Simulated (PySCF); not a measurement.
**A small calculation by hand: entropy of an ideal gas**

Ti(Cl)2(OH) (Cl2HOTi), SMILES [OH][Ti+]([Cl])[Cl], charge +1, multiplicity 1.

The structure is a stationary point at B3LYP-D3(BJ)/def2-SVP. The multiplicity is an assumed one; other spin states were not compared. The isomer is the one that the SMILES or the coordinates give; other isomers of the formula were not compared. One conformer was computed; it need not be the lowest.

B3LYP-D3(BJ)/def2-SVP in PySCF gives the harmonic wavenumbers 122, 153, 183, 266, 470, 494, 549, 928, 3739 cm⁻¹ and the rotational temperatures 0.2030, 0.1063, 0.0745 K. The molar mass is 135.77 g/mol, the symmetry number 1, the spin multiplicity 1.

Task: Work out the entropy at 298.15 K and 1 atm in the rigid-rotor, harmonic-oscillator model.

Result: 
Translation (Sackur–Tetrode at 1 atm): S = R[1.5 ln M + 2.5 ln T − 1.16487] = 170.0 J/(mol K).
Rotation: q = (√π/σ) T^1.5/√(θA θB θC) = 228000, S = R[ln q + 3/2] = 115.0 J/(mol K).
Vibration: with u = 1.4388 ν/T, each mode gives R[u/(e^u − 1) − ln(1 − e^−u)]:
```csv
ν (cm⁻¹),modes,u,S (J/(mol K))
122,1,0.59,12.84
153,1,0.74,11.02
183,1,0.88,9.61
266,1,1.28,6.79
470,1,2.27,3.09
494,1,2.38,2.82
549,1,2.65,2.29
928,1,4.48,0.52
```
The stiffer modes add less than 0.005 each. Sum 49.0 J/(mol K).
Spin: R ln 1 = 0.0 J/(mol K).
Total 334.0 J/(mol K); the program's own thermochemistry gives 334.0. Translation makes up 51 % and vibration 15 %. Anharmonicity, hindered rotation and orbital degeneracy are left out.
